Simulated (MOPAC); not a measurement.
MOPAC input (AM1):

```
AM1 FORCE THERMO(298,298) PRECISE LET CHARGE=-1 GEO-OK AUX(PRECISION=9) THREADS=1
H2B

B    -0.23425215 1   -0.03196248 1   -0.05860689 1
H     0.46607357 1   -0.49920657 1    0.87789202 1
H     0.67639491 1    0.65508525 1   -0.59205407 1
```

Question: Which zero-point energy does it print?

Answer: 9.93 kcal/mol, from the harmonic wavenumbers of AM1.
